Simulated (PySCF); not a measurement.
CH5Si, multiplicity 2. Atoms are numbered in the order given.

```xyz
7

C     -1.2026     0.0293     0.0000
Si     0.6757    -0.1012     0.0000
H     -1.6283    -0.4495    -0.8849
H     -1.6283    -0.4495     0.8849
H     -1.5133     1.0797     0.0000
H      1.2628     0.5299    -1.2126
H      1.2628     0.5299     1.2126
```
Charge 0, spin multiplicity 2.

The structure is a stationary point at TPSSh-D3(BJ)/def2-TZVP. The isomer is the one that the SMILES or the coordinates give; other isomers of the formula were not compared.

Computed with TDA-PBE/def2-TZVPD in PySCF.

Vertical excitations. Gas-phase values at a fixed geometry.

```json
[
 {"state": "root 1", "energy (eV)": "4.31", "λ (nm)": "288", "f": "0.030", "main pairs": "α HOMO→LUMO 99 %"},
 {"state": "root 2", "energy (eV)": "4.83", "λ (nm)": "257", "f": "0.004", "main pairs": "β HOMO→LUMO 97 %"},
 {"state": "root 3", "energy (eV)": "4.92", "λ (nm)": "252", "f": "0.004", "main pairs": "β HOMO−1→LUMO 97 %"},
 {"state": "root 4", "energy (eV)": "4.94", "λ (nm)": "251", "f": "0.037", "main pairs": "α HOMO→LUMO+1 99 %"},
 {"state": "root 5", "energy (eV)": "5.40", "λ (nm)": "230", "f": "0.068", "main pairs": "α HOMO→LUMO+2 96 %"},
 {"state": "root 6", "energy (eV)": "5.51", "λ (nm)": "225", "f": "0.030", "main pairs": "α HOMO→LUMO+3 99 %"},
 {"state": "root 7", "energy (eV)": "6.15", "λ (nm)": "202", "f": "0.047", "main pairs": "α HOMO→LUMO+4 98 %"},
 {"state": "root 8", "energy (eV)": "6.23", "λ (nm)": "199", "f": "0.003", "main pairs": "α HOMO→LUMO+5 99 %"},
 {"state": "root 9", "energy (eV)": "6.42", "λ (nm)": "193", "f": "0.081", "main pairs": "α HOMO→LUMO+6 98 %"},
 {"state": "root 10", "energy (eV)": "6.64", "λ (nm)": "187", "f": "0.009", "main pairs": "α HOMO→LUMO+7 99 %"}
]
```
Unrestricted roots are not spin-pure.
